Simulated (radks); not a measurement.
The mean radii <r> (bohr) of the occupied orbitals of an atom or ion are listed with their occupations. All-electron calculation, scalar-relativistic Kohn-Sham, PBE, spin-polarised, spherical densities, finite nucleus; Fermi nuclear charge, rms radius of each element as measured or else 0.836 A^(1/3) + 0.57 fm. Program: a radial shooting solver on a logarithmic mesh with Libxc functionals.

| orbital | occ. | <r> |
|---|---|---|
| 1s down | 1 | 0.01835 |
| 1s up | 1 | 0.01835 |
| 2s up | 1 | 0.07758 |
| 2s down | 1 | 0.07758 |
| 2p up | 3 | 0.06944 |
| 2p down | 3 | 0.06944 |
| 3s up | 1 | 0.2011 |
| 3s down | 1 | 0.2011 |
| 3p up | 3 | 0.2013 |
| 3p down | 3 | 0.2013 |
| 3d up | 5 | 0.1824 |
| 3d down | 5 | 0.1824 |
| 4s up | 1 | 0.4496 |
| 4s down | 1 | 0.4496 |
| 4p up | 3 | 0.4780 |
| 4p down | 3 | 0.4780 |
| 4d up | 5 | 0.5114 |
| 4d down | 5 | 0.5112 |
| 5s up | 1 | 1.071 |
| 5s down | 1 | 1.063 |
| 5p up | 3 | 1.253 |
| 5p down | 3 | 1.241 |
| 4f up | 7 | 0.6102 |
| 4f down | 7 | 0.6051 |
| 5d up | 4 | 1.870 |
| 7d up | 1 | 11.56 |

Name the element and its charge. Open shells, if any, are filled with parallel spins first.

Answer. Z = 74, tungsten, charge +1: W+ in [Xe] 4f14 5d4 7d1. The 1s radius gives Z: for a bare nucleus <r> = (2 gamma + 1)/(2Z) with gamma = sqrt(1 - (Z/c)^2), 0.01813 bohr for Z = 74, and screening makes it slightly larger (0.01835 here). The occupations add up to 73, and the charge is Z minus that.
